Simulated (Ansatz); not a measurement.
The cluster GeF₂. Charge 0, multiplicity 3. Geometry PBE-D4/def2-TZVPD, that of the charge -1 doublet.

```
atom   x (Å)   y (Å)   z (Å)
 Ge1   0.087   0.544   0.632
  F2   1.334  -0.325  -0.461
  F3  -1.421  -0.219  -0.172
```

At PBE0-D4/def2-TZVPD a singlet of charge 0 lies 3.62 eV below the triplet at the same geometry. The structure comes from a short search, and lower isomers may exist.

Task: Estimate the α-spin orbital energies around the gap (eV) in Ansatz with PBE-D4/def2-TZVPD, r2SCAN-D4/def2-TZVPD, PBE0-D4/def2-TZVPD.

Result: 
```tsv
orbital	PBE-D4/def2-TZVPD	r2SCAN-D4/def2-TZVPD	PBE0-D4/def2-TZVPD
HOMO−5	-10.44	-10.87	-12.41
HOMO−4	-10.29	-10.73	-12.35
HOMO−3	-9.81	-10.23	-11.89
HOMO−2	-9.58	-9.98	-11.54
HOMO−1	-9.40	-9.90	-11.00
HOMO	-4.68	-5.10	-5.95
LUMO	-2.41	-2.28	-1.63
LUMO+1	-1.72	-1.49	-0.91
LUMO+2	0.03	0.81	0.51
LUMO+3	1.83	2.52	2.34
LUMO+4	1.85	2.67	2.36
LUMO+5	1.95	2.78	2.48
β HOMO	-9.40	-9.77	-11.34
β LUMO	-7.89	-7.51	-6.91
```
